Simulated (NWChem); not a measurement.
# C3H4S; SMILES C#CCS

```xyz
8

C      0.4825     2.3134     0.0000
C     -0.1300     1.2734     0.0000
C     -0.8514     0.0104     0.0000
S      0.3561    -1.4064     0.0000
H      1.0167     3.2359     0.0000
H     -1.4879    -0.0670    -0.8875
H     -1.4879    -0.0670     0.8875
H     -0.5838    -2.3784     0.0000
```
Atoms are numbered in this order, from 1.

All runs: NWChem. Structure relaxed at the B3LYP/6-31G* (spherical d) level. GIAO values for the isolated, static molecule; σ is the absolute isotropic shielding, δ = σ(reference) − σ with the isolated reference molecule computed at the same levels (13C: tetramethylsilane, 1H: tetramethylsilane).

Question: What does the run give for BHandHLYP/pcSseg-1? Quantities: δ C1 (ppm); δ C2 (ppm); δ C3 (ppm); σ S4 (ppm); δ H5 (ppm); δ H6 (ppm); δ H8 (ppm).

Answer: 
| Property | Value |
|---|---|
| δ C1 (ppm) | 79.9 |
| δ C2 (ppm) | 81.8 |
| δ C3 (ppm) | 17.6 |
| σ S4 (ppm) | 569.8 |
| δ H5 (ppm) | 2.08 |
| δ H6 (ppm) | 3.18 |
| δ H8 (ppm) | 1.89 |
